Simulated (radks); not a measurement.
All-electron atom: the europium ion Eu4+ in [Xe] 4f5. All-electron calculation, Dirac Kohn-Sham, PBE, spin-unpolarised, spherical densities, finite nucleus; open shells fill j = l - 1/2 first; Fermi nuclear charge, rms radius 5.1115 fm. Program: a radial shooting solver on a logarithmic mesh with Libxc functionals.

Unscreened Slater integrals over Kohn-Sham orbitals (cm^-1). Large and small components are both included. Empty in this configuration: 4f7/2.

\begin{tabular}{lr}
integral & value \\ \hline
F0(4f5/2,4f5/2) & 246950 \\
F2(4f5/2,4f5/2) & 118030 \\
F4(4f5/2,4f5/2) & 74173 \\
F0(4f5/2,5p3/2) & 155870 \\
F2(4f5/2,5p3/2) & 53904 \\
G2(4f5/2,5p3/2) & 26387 \\
G4(4f5/2,5p3/2) & 20892 \\
F0(4f5/2,5p1/2) & 162320 \\
G2(4f5/2,5p1/2) & 30311 \\
F0(4f5/2,5s1/2) & 174290 \\
G3(4f5/2,5s1/2) & 32025 \\
F0(4f5/2,4f7/2) & 245770 \\
F2(4f5/2,4f7/2) & 117450 \\
F4(4f5/2,4f7/2) & 73800 \\
G2(4f5/2,4f7/2) & 117200 \\
G4(4f5/2,4f7/2) & 73650 \\
G6(4f5/2,4f7/2) & 53018 \\
F0(5p3/2,5p3/2) & 129870 \\
F2(5p3/2,5p3/2) & 70555 \\
F0(5p3/2,5p1/2) & 132990 \\
G2(5p3/2,5p1/2) & 71574 \\
F0(5p3/2,5s1/2) & 138420 \\
G1(5p3/2,5s1/2) & 92308 \\
F0(5p3/2,4f7/2) & 155590 \\
F2(5p3/2,4f7/2) & 54226 \\
G2(5p3/2,4f7/2) & 26865 \\
G4(5p3/2,4f7/2) & 21213 \\
F0(5p1/2,5p1/2) & 136460 \\
F0(5p1/2,5s1/2) & 142480 \\
G1(5p1/2,5s1/2) & 98244 \\
F0(5p1/2,4f7/2) & 162000 \\
G4(5p1/2,4f7/2) & 23996 \\
F0(5s1/2,5s1/2) & 149610 \\
F0(5s1/2,4f7/2) & 173900 \\
G3(5s1/2,4f7/2) & 32455 \\
F0(4f7/2,4f7/2) & 244610 \\
F2(4f7/2,4f7/2) & 116880 \\
F4(4f7/2,4f7/2) & 73440 \\
F6(4f7/2,4f7/2) & 52863 \\
\end{tabular}
